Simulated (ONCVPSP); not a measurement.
# Se, ONCV: configuration errors across variants

| Item | Value |
| --- | --- |
| Element | selenium (Se) |
| Generator | ONCVPSP 4.0.1 |
| Type | optimised norm-conserving Vanderbilt (ONCV) |
| Functional | PBEsol |
| Relativity | scalar-relativistic |
| Frozen core | [Ne] |
| Valence charge | 24 |
| Reference configuration | 3s2 3p6 3d10 4s2 4p3 (charge +1) |
| Partial waves | 3s+4s: rc 1.15 bohr, ncon 4, nbas 7, qcut 11.9 1/bohr, 2 projectors; 3p+4p: rc 0.95 bohr, ncon 4, nbas 8, qcut 17.4 1/bohr, 3 projectors, debl 2.7 Ha; 3d: rc 1.05 bohr, ncon 5, nbas 10, qcut 17.5 1/bohr, 1 projector |
| Local potential | polynomial inside 0.80 bohr (lpopt 3, dvloc0 0 Ha) |
| Core correction | Teter function, parameters optimised by the program |

All-electron excitation energies from the reference (eV): (1) 3s2 3p6 3d10 4s2 4p4 -10.850; (2) 3s2 3p6 3d10 4s2 4p2 20.368; (3) 3s2 3p6 3d10 4s2 4p1 51.270; (4) 3s2 3p6 3d10 4s2 4p3.5 -6.539.

Errors AE − PS in meV (a dash: test not solved or not reliable):

| change | (1) | (2) | (3) | (4) | bound ghosts | GHOST(+) flags above zero |
| --- | --- | --- | --- | --- | --- | --- |
| base | +0.5 | -1.5 | -4.2 | +0.3 | none | none |
| s: qcut 6.9 | +0.6 | -1.5 | -4.0 | +0.4 | none | none |
| s: qcut 8.2 | +0.5 | -1.5 | -4.0 | +0.4 | none | none |
| s: qcut 9.6 | +0.6 | -1.5 | -4.1 | +0.4 | none | none |
| s: qcut 11.3 | +0.5 | -1.4 | -4.2 | +0.4 | none | none |
| s: qcut 12.2 | +0.5 | -1.5 | -4.2 | +0.3 | none | none |
| s: qcut 13.9 | +0.5 | -1.5 | -4.3 | +0.3 | none | none |
| s: qcut 16.8 | +0.7 | -1.3 | -3.3 | +0.4 | none | none |
| s: qcut 17.4 | +0.7 | -1.3 | -3.4 | +0.4 | none | none |

Task: Give the same row for: s: qcut 14.8.

Result: +0.5, -1.5, -4.3, +0.3; bound ghosts: none; GHOST(+) flags above zero: none.
